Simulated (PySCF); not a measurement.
## Zero-point energy and free energy from harmonic frequencies

System: H2BFO2, singlet, at the geometry optimised at the base level. Level: HF/3-21G, frequencies (PySCF). Sums are taken with unrounded values, so a last digit can differ.

Electronic energy -273.694185 Eh; harmonic frequencies (cm⁻¹, unscaled): 448, 459, 467, 510, 718, 939, 995, 1044, 1535, 1678, 3958, 3959. At 298.15 K and 1 atm the ideal-gas enthalpy is -273.651119 Eh and the entropy 64.57 cal/(mol K).

Task: Work out the zero-point energy, the thermal part of the enthalpy and the Gibbs energy.

Result: The frequencies add up to 16713 cm⁻¹; half of that over 219474.6 cm⁻¹/Eh is 0.03807 Eh = 23.89 kcal/mol (the program: 23.89). H - E - ZPE = 3.13 kcal/mol comes from translation, rotation, pV and thermally filled vibrations (RT = 0.592 kcal/mol). TS = 298.15 × 64.57/1000 = 19.25 kcal/mol = 0.03068 Eh, so G = H - TS = -273.68180 Eh.
